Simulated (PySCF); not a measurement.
SnBr, SMILES [Br][Sn+] (connectivity only; charge and spin as stated), charge +1, multiplicity 1.

Geometry: B3LYP-D3(BJ)/def2-TZVP. The spin state was assumed, not searched. The def2 effective core potentials stand for the cores of Sn; spin–orbit coupling is left out.

These are PySCF with PBE/def2-TZVPD values and carry that method's errors.

Gas-phase values at a fixed geometry.

Computed frontier levels, gap, dipole moment and polarisability:
```json
{
 "highest_occupied_level": "-13.24 eV",
 "lowest_empty_level": "-9.62 eV",
 "orbital_gap": "3.62 eV",
 "dipole_moment_about_the_centre_of_nuclear_charge": "3.72 D",
 "mean_static_polarisability": "50.2 bohr³ (7.44 Å³)",
 "polarisability_principal_values": "38.0, 38.0, 74.7 bohr³"
}
```
